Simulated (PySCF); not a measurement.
An unknown gives this computed stick spectrum. Computed with TDDFT PBE0/def2-SVPD, vertical, gas phase, core orbitals frozen in the response (PySCF 2.14.0, density-fitted response routines). Geometries: PBE0-D3(BJ)/def2-SVP, one conformer each.

| state | E (eV) | f | main configurations (H = HOMO, L = LUMO) |
| --- | --- | --- | --- |
| S1 | 4.77 | 0.0084 | H→L (96%) |
| S2 | 6.02 | 0.0014 | H-1→L (94%) |
| S3 | 6.43 | 0.0047 | H-2→L (60%), H-3→L (29%) |
| S4 | 6.69 | 0.0042 | H-3→L (61%), H-2→L (34%) |
| S5 | 6.78 | 0.011 | H→L+2 (86%) |
| S6 | 6.99 | 0.020 | H-4→L (90%) |
| S7 | 7.03 | 0.327 | H→L+1 (77%) |
| S8 | 7.17 | 0.042 | H→L+3 (86%) |
| S9 | 7.29 | 0.062 | H-5→L (90%) |
| S10 | 7.42 | 0.0052 | H→L+4 (46%), H→L+5 (41%) |

Triplets computed (Tamm–Dancoff): 4.09, 4.68, 5.45, 6.08 eV.

Orbital energies (eV): HOMO-3 -9.08, HOMO-2 -8.97, HOMO-1 -8.88, HOMO -7.17, LUMO -1.11, LUMO+1 0.39, LUMO+2 0.56.

Question: Which structure fits? All have the formula C7H12BF.
A. `B[C@@H]1[C@@H](F)[C@H]2C[C@@H]1[C@@H]2C`
B. `F/C=C/[C@@H]1CBCCC1`
C. `F/C=C\[C@@H]1CBCCC1`
D. `C=C[C@@H]1BC[C@@H](F)[C@H]1C`
E. `C=C1C[C@@H](B(C)C)[C@H]1F`

Answer: D. Its S1, at 4.77 eV, is the lowest among the candidates; the nearest of the others has S1 at 5.38 eV. S1 is HOMO→LUMO (96%). Löwdin shares by element: HOMO carbon 72% or more, boron 8% (atoms not listed hold the other 20%); LUMO boron 46%, carbon 24% or more, hydrogen 9% or more (atoms not listed hold the other 21%). At the same level the other candidates give, for their lowest levels:
- `F/C=C/[C@@H]1CBCCC1`: 5.47 eV (f 0.012); 5.73 eV (f 0.000); 5.92 eV (f 0.002); 6.82 eV (f 0.021); 7.04 eV (f 0.008); T1 4.37 eV; HOMO -7.19, LUMO -0.84 eV
- `C=C1C[C@@H](B(C)C)[C@H]1F`: 5.73 eV (f 0.007); 6.27 eV (f 0.004); 6.45 eV (f 0.168); 6.54 eV (f 0.001); 6.86 eV (f 0.008); T1 4.08 eV; HOMO -7.37, LUMO -0.56 eV
- `B[C@@H]1[C@@H](F)[C@H]2C[C@@H]1[C@@H]2C`: 5.42 eV (f 0.001); 5.44 eV (f 0.002); 6.05 eV (f 0.015); 6.38 eV (f 0.008); 6.79 eV (f 0.006); T1 4.87 eV; HOMO -8.43, LUMO -1.49 eV
- `F/C=C\[C@@H]1CBCCC1`: 5.38 eV (f 0.002); 5.70 eV (f 0.001); 6.17 eV (f 0.001); 6.66 eV (f 0.016); 7.18 eV (f 0.016); T1 4.40 eV; HOMO -7.17, LUMO -0.76 eV
